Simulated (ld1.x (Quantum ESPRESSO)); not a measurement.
selenium (Se): one change to a TM potential, before and after

selenium (Se), norm-conserving Troullier–Martins (Kleinman–Bylander form), made with ld1.x (Quantum ESPRESSO) 7.5 (LDA (PZ), scalar-relativistic). Core [Ar] 3d10, reference 4s2 4p3.75 (charge +0.25). Waves: 4p (bound): rc 1.75 bohr; 4d channel at 0.05 Ry: rc 1.65 bohr; 4s (bound): rc 1.50 bohr. Local part: the s channel. Core correction: none.

Change: functional PBE.

Cutoffs: the cutoffs (Ry, on a coarse ladder) from which the occupation-weighted sum of valence levels, in a spherical-Bessel basis at the reference potential, stays within 10 and 1 mRy of its value at 400 Ry; they do not see the model core or the augmentation charge, which bear on the density cutoff. Errors are all-electron minus pseudo energies relative to the spin-unpolarised reference configuration.

**Question.** What does the change do?

**Answer.** The potential gets neither clearly harder nor softer (40 Ry and 55 Ry → 40 Ry and 55 Ry); both files keep a bound ghost (d); the number of tests with a reliable result goes from 9 to 7; of the 7 tests that both files solve, the error grows in 3 and shrinks in 3 by more than 15 % and 0.3 meV (median size 0.9 → 3.5 meV).

| quantity | base | changed |
| --- | --- | --- |
| cutoff, loose | 40 Ry | 40 Ry |
| cutoff, tight | 55 Ry | 55 Ry |
| bound ghosts | d | d |
| error for 4s2 4p4, meV [ΔE -1.93 → -1.89 eV] | +0.4 | +0.2 |
| error for 4s2 4p3, meV [ΔE 9.08 → 8.96 eV] | -0.1 | -3.5 |
| error for 4s2 4p2, meV [ΔE 29.64 → 29.31 eV] | +10 | -20 |
| error for 4s0 4p6, meV [ΔE 20.17 → 20.08 eV] | +19 | +8.5 |
| error for 4s2 4p0, meV [ΔE 103.37 → 102.36 eV] | +218 | -53 |
| error for 4s2 4p4.3, meV [ΔE -3.56 → -3.48 eV] | +0.9 | 0.0 |
| error for 4s2 4p3.5, meV [ΔE 2.46 → 2.42 eV] | -0.2 | -0.6 |
| s: phases at 1.90 bohr within 0.05 rad from the reference energy up to (Ry; the scan ends near 5) | 4.5 | 4.5 |
| p: phases at 1.90 bohr within 0.05 rad from the reference energy up to (Ry; the scan ends near 5) | to the end of the scan | to the end of the scan |
| d: phases at 1.90 bohr within 0.05 rad from the reference energy up to (Ry; the scan ends near 5) | to the end of the scan | to the end of the scan |

 A true bound ghost makes a file unfit for plane-wave use even where its test errors are small: the radial tests pick states by their node count and pass the ghost by.
